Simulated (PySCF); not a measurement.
A PySCF script (with the pyscf-properties extension) for the NMR shieldings of Si(vinyl)3(OtBu), C$_{10}$H$_{18}$OSi, on a PBE0-D3(BJ)/def2-SVP geometry:

```python
import basis_set_exchange as bse
import numpy as np
from pyscf import gto, dft
from pyscf.prop import nmr

atoms = """
Si    0.152857    0.528132    0.697494
C     0.162060    0.101368    2.515582
C     0.694421    0.865273    3.477005
H    -0.307177   -0.849012    2.802094
H     1.176630    1.824439    3.253279
H     0.676333    0.573731    4.533495
C     1.892446    0.802224    0.050215
C     3.006374    0.547778    0.747369
H     2.013011    1.224701   -0.957922
H     2.965594    0.135639    1.761924
H     4.006522    0.739613    0.341203
C    -0.819409    2.098097    0.381280
C    -1.518198    2.749221    1.318643
H    -0.817316    2.518307   -0.634270
H    -1.562090    2.390555    2.353283
H    -2.075188    3.667595    1.099848
O    -0.590639   -0.790261   -0.005227
C    -0.664164   -1.270831   -1.337845
C     0.601970   -2.068012   -1.642649
C    -1.889712   -2.176517   -1.386569
C    -0.825689   -0.117482   -2.325843
H     0.558032   -2.514351   -2.647883
H     1.491594   -1.422957   -1.587846
H     0.722316   -2.875355   -0.905569
H    -1.788537   -2.981616   -0.644150
H    -2.011126   -2.629385   -2.381979
H    -2.795189   -1.600822   -1.144771
H     0.054203    0.545384   -2.312670
H    -1.715756    0.479870   -2.078199
H    -0.937703   -0.496405   -3.352601
"""
names = dict.fromkeys(["Si", "C", "H", "O"], "pcSseg-1")
basis = {el: gto.basis.parse(bse.get_basis(n, elements=[el], fmt="nwchem")) for el, n in names.items()}
mol = gto.M(atom=atoms, basis=basis, charge=0, verbose=0)
mf = dft.RKS(mol, xc="PBE0")
mf.grids.level = 2
mf.grids.alignment = dft.numint.BLKSIZE   # the property module wants whole blocks of grid points
mf.conv_tol = 1e-9
mf.kernel()

calc = nmr.RKS(mf)   # GIAO
C = mf.mo_coeff
Co = C[:, mf.mo_occ > 0]
resp = mf.gen_response(singlet=True, hermi=2)
def vind(x):   # induced exchange potential for any number of trial vectors
    d = np.einsum("pi,xij,qj->xpq", C, 2 * x.reshape(-1, C.shape[1], Co.shape[1]), Co, optimize=True)
    return np.einsum("xpq,pi,qj->xij", resp(d - d.transpose(0, 2, 1)), C, Co, optimize=True).ravel()
mo1, _ = nmr.rhf.solve_mo1(calc, with_cphf=vind)
sigma = calc.kernel(mo1)
for i, s in enumerate(sigma):   # ppm
    print("%2d %-2s %9.2f" % (i, mol.atom_pure_symbol(i), np.trace(s) / 3))
```

Question: Give the expected output.

Answer: 
```
 0 Si    368.82
 1 C      44.22
 2 C      37.69
 3 H      25.12
 4 H      25.39
 5 H      24.60
 6 C      38.34
 7 C      40.30
 8 H      24.67
 9 H      25.00
10 H      24.91
11 C      38.30
12 C      41.21
13 H      24.84
14 H      25.09
15 H      24.98
16 O     227.16
17 C     112.74
18 C     151.49
19 C     150.17
20 C     150.74
21 H      30.33
22 H      29.72
23 H      29.98
24 H      29.80
25 H      30.39
26 H      29.90
27 H      29.85
28 H      29.76
29 H      30.06
```

These numbers come from an equivalent density-fitted implementation of the same equations, which agrees with the script to about 0.01 ppm for H and up to a few tenths of a ppm for heavy atoms, so last digits may differ.

Question: Turn these shieldings into chemical shifts. δ = σ(ref) − σ, references computed at the same level: 29Si (σ = 351.99 ppm), 13C (σ = 184.41 ppm), 1H (σ = 31.27 ppm) vs TMS; H2O for 17O (σ = 334.56 ppm).

Answer: Averaging equivalent atoms: Si 0: -16.8; C 2/7/12: 144.7; C 1/6/11: 144.1; C 17: 71.7; C 18/19/20: 33.6; H 3/8/13: 6.39; H 4/5/9/10/14/15: 6.27; H 21/22/23/24/25/26/27/28/29: 1.29; O 16: 107.4 ppm. Experimental scales use liquid or dissolved standards, which lie at an offset from isolated H2O (liquid H2O: subtract about 36 ppm).

Size and cost of the density-fitted run: 301 basis functions; peak memory 2.4 GiB.
